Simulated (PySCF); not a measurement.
cobalt atom (Co), quartet; WB97X/pcseg-1 in PySCF.

Here is a job for PySCF.
```python
from pyscf import gto, scf, dft

mol = gto.M(
    atom='''
Co    0.000000    0.000000    0.000000
''',
    basis='pcseg-1',
    charge=0,
    spin=3,
    verbose=4,
)

mf = dft.UKS(mol)
mf.xc = 'wb97x'
mf.kernel()
```

Problem. What does PySCF print? Leave out banner, timings and long lists.

Solution. 
```
PySCF version 2.14.0

[INPUT] verbose = 4
[INPUT] num. atoms = 1
[INPUT] num. electrons = 27
[INPUT] charge = 0
[INPUT] spin (= nelec alpha-beta = 2S) = 3
[INPUT] symmetry False subgroup None
[INPUT] Mole.unit = angstrom
[INPUT] Symbol           X                Y                Z      unit          X                Y                Z       unit  Magmom
[...]
nuclear repulsion = 0
number of shells = 4
number of NR pGTOs = 81
number of NR cGTOs = 31
basis = pcseg-1
ecp = {}

******** <class 'pyscf.dft.uks.UKS'> ********
method = UKS
initial guess = minao
damping factor = 0
level_shift factor = 0
DIIS = <class 'pyscf.scf.diis.CDIIS'>
diis_start_cycle = 1
diis_space = 8
diis_damp = 0
SCF conv_tol = 1e-09
SCF conv_tol_grad = None
SCF max_cycles = 50
direct_scf = True
direct_scf_tol = 1e-13
number electrons alpha = 15  beta = 12
XC library pyscf.dft.libxc version 7.1.2
    S. Lehtola, C. Steigemann, M. J. T. Oliveira, and M. A. L. Marques,  SoftwareX 7, 1–5 (2018)
XC functionals = wb97x
    J.-D. Chai and M. Head-Gordon,  J. Chem. Phys. 128, 084106 (2008)
radial grids:
    Treutler-Ahlrichs [JCP 102, 346 (1995); DOI:10.1063/1.469408] (M4) radial grids

becke partition: Becke, JCP 88, 2547 (1988); DOI:10.1063/1.454033
pruning grids: <function nwchem_prune>
grids dens level: 3
symmetrized grids: False
atomic radii adjust function: <function treutler_atomic_radii_adjust>
small_rho_cutoff = 0
Set gradient conv threshold to 3.16228e-05
tot grids = 20904
init E= -1381.63410213437

cycle= 1 E= -1378.70277851752  delta_E= 2.93  |g|= 3.46  |ddm|= 3.24

cycle= 2 E= -1381.07844731934  delta_E= -2.38  |g|= 1.36  |ddm|= 4.25
cycle= 3 E= -1382.53926898965  delta_E= -1.46  |g|=  0.2  |ddm|= 2.18
cycle= 4 E= -1382.55532933733  delta_E= -0.0161  |g|= 0.0718  |ddm|= 0.143
cycle= 5 E= -1382.55888122625  delta_E= -0.00355  |g|= 0.015  |ddm|= 0.0908
cycle= 6 E= -1382.55987109907  delta_E= -0.00099  |g|= 0.0117  |ddm|= 0.0598
cycle= 7 E= -1382.56152495811  delta_E= -0.00165  |g|= 0.0112  |ddm|= 0.114
cycle= 8 E= -1382.56296403877  delta_E= -0.00144  |g|= 0.00614  |ddm|= 0.176
cycle= 9 E= -1382.56295557109  delta_E= 8.47e-06  |g|= 0.00382  |ddm|= 0.00857
cycle= 10 E= -1382.56310768907  delta_E= -0.000152  |g|= 0.00145  |ddm|= 0.0597
cycle= 11 E= -1382.56312477281  delta_E= -1.71e-05  |g|= 0.00155  |ddm|= 0.0106
cycle= 12 E= -1382.56313673199  delta_E= -1.2e-05  |g|= 0.00103  |ddm|= 0.00939
cycle= 13 E= -1382.56314661619  delta_E= -9.88e-06  |g|= 0.000367  |ddm|= 0.0147
[...]
cycle= 22 E= -1382.56313297219  delta_E= -1.29e-07  |g|= 0.000882  |ddm|= 0.00179
cycle= 23 E= -1382.56313555208  delta_E= -2.58e-06  |g|= 0.00116  |ddm|= 0.0122
cycle= 24 E= -1382.56313457098  delta_E= 9.81e-07  |g|= 0.000963  |ddm|= 0.0068
cycle= 25 E= -1382.56313240681  delta_E= 2.16e-06  |g|= 0.000119  |ddm|= 0.0214
cycle= 26 E= -1382.56313272189  delta_E= -3.15e-07  |g|= 0.00012  |ddm|= 0.00385
cycle= 27 E= -1382.56313279265  delta_E= -7.08e-08  |g|= 9.16e-05  |ddm|= 0.00336
cycle= 28 E= -1382.56313311747  delta_E= -3.25e-07  |g|= 0.000143  |ddm|= 0.00452
cycle= 29 E= -1382.56313332161  delta_E= -2.04e-07  |g|= 6.86e-05  |ddm|= 0.0034
cycle= 30 E= -1382.56313339323  delta_E= -7.16e-08  |g|= 7.31e-05  |ddm|= 0.000904
cycle= 31 E= -1382.563133441  delta_E= -4.78e-08  |g|= 6.48e-05  |ddm|= 0.00135
cycle= 32 E= -1382.56313347034  delta_E= -2.93e-08  |g|= 6.47e-05  |ddm|= 0.000303
cycle= 33 E= -1382.56313344911  delta_E= 2.12e-08  |g|= 6.47e-05  |ddm|= 0.000254
cycle= 34 E= -1382.56313344796  delta_E= 1.15e-09  |g|= 6.47e-05  |ddm|= 9.53e-05
cycle= 35 E= -1382.56313336307  delta_E= 8.49e-08  |g|= 6.46e-05  |ddm|= 0.000861
cycle= 36 E= -1382.56313291686  delta_E= 4.46e-07  |g|= 6.39e-05  |ddm|= 0.0044
cycle= 37 E= -1382.56313164043  delta_E= 1.28e-06  |g|= 6.27e-05  |ddm|= 0.0129
cycle= 38 E= -1382.56313124077  delta_E= 4e-07  |g|= 6.05e-05  |ddm|= 0.00418
cycle= 39 E= -1382.56312805653  delta_E= 3.18e-06  |g|= 0.000125  |ddm|= 0.0369
cycle= 40 E= -1382.56312743674  delta_E= 6.2e-07  |g|= 0.000129  |ddm|= 0.00828
cycle= 41 E= -1382.56312668825  delta_E= 7.48e-07  |g|= 0.000132  |ddm|= 0.0105
cycle= 42 E= -1382.56312628233  delta_E= 4.06e-07  |g|= 0.000138  |ddm|= 0.00619
cycle= 43 E= -1382.56312630562  delta_E= -2.33e-08  |g|= 0.000134  |ddm|= 0.000331
cycle= 44 E= -1382.56312659455  delta_E= -2.89e-07  |g|= 0.000102  |ddm|= 0.00411
cycle= 45 E= -1382.56312670823  delta_E= -1.14e-07  |g|= 9.6e-05  |ddm|= 0.00178
cycle= 46 E= -1382.56312696865  delta_E= -2.6e-07  |g|= 8.16e-05  |ddm|= 0.0039
cycle= 47 E= -1382.56312744526  delta_E= -4.77e-07  |g|= 5.27e-05  |ddm|= 0.0069
cycle= 48 E= -1382.56312744864  delta_E= -3.38e-09  |g|= 5.25e-05  |ddm|= 0.00101
cycle= 49 E= -1382.56312701957  delta_E= 4.29e-07  |g|= 5.49e-05  |ddm|= 0.00604
cycle= 50 E= -1382.56312681175  delta_E= 2.08e-07  |g|= 4.97e-05  |ddm|= 0.0032
SCF not converged.
SCF energy = -1382.56312681175 after 50 cycles  <S^2> = 3.7532902  2S+1 = 4.0016448
```

The run did not converge; its last values are not results.
